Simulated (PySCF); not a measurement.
# Excitation energy of Be by level of theory

Be [He] 2s2 (1S) → Be [He] 2p2 (3P), as a difference of total energies. Calculation: PySCF 2.14, in aug-cc-pVDZ; the non-relativistic Hamiltonian (point nucleus). Correlated levels: valence: 1s2 frozen. The calculations carry no spin-orbit coupling.

| method | excitation energy (cm⁻¹) |
| --- | --- |
| UHF | 52179 |
| MP2 (valence) | 56716 |
| SCS-MP2 (valence) | 58594 |
| CCSD (valence) | 60133 |

Errors of the correlated levels include the incompleteness of this basis and the frozen core.

With two correlated electrons CCSD is exact in that space.

For comparison: 59696 cm⁻¹ (measured; NIST levels, between the centres of gravity of the two terms).
